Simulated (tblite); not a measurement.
Species: C8H9O (doublet state).
Atom-mapped SMILES: `[CH:1]1=[CH:2][CH2:3][C:4]2[CH2:5][CH2:6][O:7][C:8]2=[CH:9]1` (hydrogens: H10 on C1; H11 on C2; H12, H13 on C3; H14, H15 on C5; H16, H17 on C6; H18 on C9)
Bond orders are those of one Lewis drawing.

Computed with GFN2-xTB (tblite), gas phase: L-BFGS steps from a force-field or distance-geometry start until the largest atomic force falls under 0.01 eV/Å.

Step 25: E = -700.0432 eV
```
atom  x, y, z in Å  |  force x, y, z in eV/Å
C1     -2.2089    0.7569   -0.5073    0.014  -0.016   0.030
C2     -2.2046   -0.5282   -0.0723   -0.020   0.014  -0.006
C3     -0.9636   -1.2399    0.3617   -0.042  -0.019  -0.018
C4      0.2287   -0.3746    0.2270   -0.020   0.029  -0.030
C5      1.6525   -0.7048    0.5474    0.032  -0.015   0.005
C6      2.3813    0.5060   -0.0644    0.011  -0.010   0.022
O7      1.3945    1.4960   -0.3556    0.043  -0.011  -0.007
C8      0.1675    0.9018   -0.2589   -0.016   0.069  -0.033
C9     -1.0329    1.5238   -0.6142    0.003  -0.017  -0.014
H10    -3.1461    1.2183   -0.7911    0.056  -0.035   0.001
H11    -3.1212   -1.0977   -0.0307    0.003   0.022   0.028
H12    -0.8290   -2.1549   -0.2367   -0.022  -0.054  -0.031
H13    -1.0795   -1.6004    1.3958    0.015   0.029   0.047
H14     1.8174   -0.7623    1.6278   -0.038  -0.015   0.053
H15     1.9817   -1.6509    0.1180    0.022  -0.035  -0.074
H16     3.1175    0.9433    0.6135   -0.019   0.046  -0.011
H17     2.8871    0.2350   -1.0016   -0.047   0.039   0.034
H18    -1.0510    2.5390   -0.9700    0.024  -0.021   0.003
```

Step 26: E = -700.0445 eV
```
atom  x, y, z in Å  |  force x, y, z in eV/Å
C1     -2.2083    0.7573   -0.5063   -0.001  -0.029   0.030
C2     -2.2060   -0.5263   -0.0681   -0.002  -0.009   0.004
C3     -0.9646   -1.2384    0.3637   -0.020  -0.022  -0.009
C4      0.2289   -0.3740    0.2263   -0.025   0.034  -0.052
C5      1.6535   -0.7069    0.5399    0.001  -0.039   0.027
C6      2.3833    0.5090   -0.0608    0.005  -0.034   0.031
O7      1.3963    1.4945   -0.3635    0.019  -0.008  -0.002
C8      0.1692    0.9013   -0.2634   -0.027   0.068  -0.022
C9     -1.0315    1.5228   -0.6174   -0.031  -0.011  -0.035
H10    -3.1467    1.2162   -0.7896    0.059  -0.013  -0.002
H11    -3.1228   -1.0955   -0.0206    0.007   0.035   0.020
H12    -0.8319   -2.1554   -0.2330   -0.022  -0.038  -0.026
H13    -1.0791   -1.5970    1.3988    0.019   0.030   0.042
H14     1.8192   -0.7758    1.6189   -0.029  -0.007   0.075
H15     1.9764   -1.6527    0.1049    0.040  -0.018  -0.095
H16     3.1066    0.9473    0.6302   -0.009   0.051  -0.017
H17     2.9029    0.2443   -0.9912   -0.029   0.030   0.020
H18    -1.0541    2.5355   -0.9804    0.044  -0.019   0.012
```

Step 27: E = -700.0461 eV
```
atom  x, y, z in Å  |  force x, y, z in eV/Å
C1     -2.2077    0.7573   -0.5046   -0.009  -0.035   0.021
C2     -2.2078   -0.5244   -0.0628    0.021  -0.034   0.017
C3     -0.9660   -1.2370    0.3662    0.019  -0.019   0.003
C4      0.2287   -0.3727    0.2244   -0.019   0.014  -0.062
C5      1.6545   -0.7103    0.5312   -0.037  -0.052   0.041
C6      2.3857    0.5121   -0.0557   -0.008  -0.048   0.037
O7      1.3988    1.4927   -0.3734   -0.016  -0.006   0.007
C8      0.1709    0.9017   -0.2694   -0.024   0.038  -0.004
C9     -1.0305    1.5214   -0.6221   -0.053  -0.004  -0.050
H10    -3.1466    1.2136   -0.7878    0.044   0.015  -0.007
H11    -3.1248   -1.0923   -0.0078    0.003   0.041   0.012
H12    -0.8357   -2.1564   -0.2290   -0.022  -0.011  -0.008
H13    -1.0782   -1.5921    1.4035    0.026   0.030   0.021
H14     1.8212   -0.7924    1.6092   -0.023  -0.006   0.069
H15     1.9708   -1.6550    0.0866    0.049   0.019  -0.098
H16     3.0928    0.9528    0.6508   -0.003   0.049  -0.024
H17     2.9221    0.2564   -0.9778   -0.008   0.013   0.009
H18    -1.0571    2.5309   -0.9930    0.057  -0.005   0.016
```

**Question.** Estimate the geometry and energy of step 28. (The exact step hangs on the optimiser's Hessian estimate; all steps are aligned on step 27, rigid shifts and turns removed.)

**Answer.** E = -700.0476 eV, largest force 0.111 eV/Å
```
atom  x, y, z in Å  |  force x, y, z in eV/Å
C1     -2.2071    0.7566   -0.5027   -0.011  -0.028   0.003
C2     -2.2092   -0.5231   -0.0570    0.038  -0.046   0.027
C3     -0.9671   -1.2359    0.3686    0.050  -0.013   0.013
C4      0.2283   -0.3713    0.2206   -0.004  -0.017  -0.056
C5      1.6549   -0.7147    0.5227   -0.057  -0.043   0.039
C6      2.3880    0.5144   -0.0497   -0.027  -0.044   0.035
O7      1.4014    1.4908   -0.3825   -0.045  -0.004   0.018
C8      0.1723    0.9027   -0.2756   -0.016  -0.017   0.015
C9     -1.0303    1.5197   -0.6281   -0.046   0.000  -0.052
H10    -3.1457    1.2112   -0.7862    0.017   0.039  -0.011
H11    -3.1271   -1.0883    0.0061   -0.006   0.038   0.006
H12    -0.8402   -2.1580   -0.2250   -0.018   0.015   0.014
H13    -1.0763   -1.5860    1.4087    0.035   0.026  -0.004
H14     1.8221   -0.8089    1.6003   -0.022  -0.013   0.041
H15     1.9664   -1.6570    0.0662    0.048   0.063  -0.078
H16     3.0787    0.9583    0.6715   -0.002   0.039  -0.031
H17     2.9412    0.2697   -0.9639    0.008  -0.010   0.008
H18    -1.0592    2.5260   -1.0056    0.059   0.015   0.014
```

The energy changes by -0.0015 eV. The first-order estimate −F·Δx gives -0.0021 eV and the mean of the old and new forces, exact on a quadratic surface, -0.0015 eV. The step makes an angle of 81° with the force vector and moves no atom by more than 0.027 Å.

The cost below is that of the whole relaxation. Time: 0.33 s of wall time. Hardware: an Arm Neoverse V1 with one thread, shared host.
